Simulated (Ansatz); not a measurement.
Consider the redistribution: `BC[SiH3]` + `C#CO[CH2][AlH][OH]` → `[OH][AlH][CH2]O[SiH3]` + `BCC#C`.

Computed with Ansatz on PBE0-D4/def2-TZVP structures; ΔE is electronic, products minus reactants. CCSD(T)/CBS is the MP2 limit (def2-TZVPP, def2-QZVPP) plus CCSD(T) − MP2 in def2-TZVPP, frozen cores. DFT in def2-TZVPP. B3LYP here is the variant with VWN-RPA as its local correlation; programs differ in this. Each species was taken in one conformer, which may not be the lowest.

```
             level  ΔE (kcal/mol)  difference from CCSD(T)/CBS
            PBE-D4          -19.4                          6.1
         r2SCAN-D4          -21.0                          4.5
          B3LYP-D4          -24.5                          1.0
           ωB97M-V          -23.5                          2.0
               PBE          -19.7                          5.8
             B3LYP          -25.1                          0.4
     HF/def2-TZVPP          -29.4                         -3.9
    MP2/def2-TZVPP          -25.3                          0.2
   CCSD/def2-TZVPP          -26.0                         -0.5
CCSD(T)/def2-TZVPP          -24.4                          1.1
     HF/def2-QZVPP          -29.7                         -4.2
    MP2/def2-QZVPP          -26.0                         -0.5
SCS-MP2/def2-QZVPP          -27.2                         -1.7
      HF/CBS(def2)          -29.8                         -4.3
     MP2/CBS(def2)          -26.4                         -0.9
    CCSD/CBS(def2)          -27.1                         -1.6
       CCSD(T)/CBS          -25.5                            0
```

Largest T1 diagnostic among the species: 0.014.

From PBE to PBE0 (25 % exact exchange), in def2-TZVPP and without D4, ΔE moves by −1.4 kcal/mol. In def2-TZVPP, CCSD(T) changes the Hartree–Fock value by +5.0 kcal/mol (the triples alone add +1.6 kcal/mol) and MP2 by +4.2 kcal/mol.
